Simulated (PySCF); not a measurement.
Computed Raman spectrum (relative Raman activity) of a molecule CH6GeO3. The structure is a stationary point at B3LYP-D3(BJ)/def2-SVP. One conformer was computed; it need not be the lowest. These are PySCF with B3LYP-D3(BJ)/def2-SVP values and carry that method's errors. Frequencies are harmonic and unscaled.

ν (cm⁻¹): 612 (w), 702 (vw), 713 (vw), 1431 (w), 3052 (s), 3159 (s), 3834 (vs) (against the strongest line: vs over 80 %, s over 45 %, m over 15 %, w over 4 %, vw less)

Task: Pick the molecule that these values belong to.
(A) O[CH2][GeH]([OH])[OH]
(B) [CH3][Ge]([OH])([OH])[OH]
(C) C[O][GeH]([OH])[OH]

Result: B, [CH3][Ge]([OH])([OH])[OH]
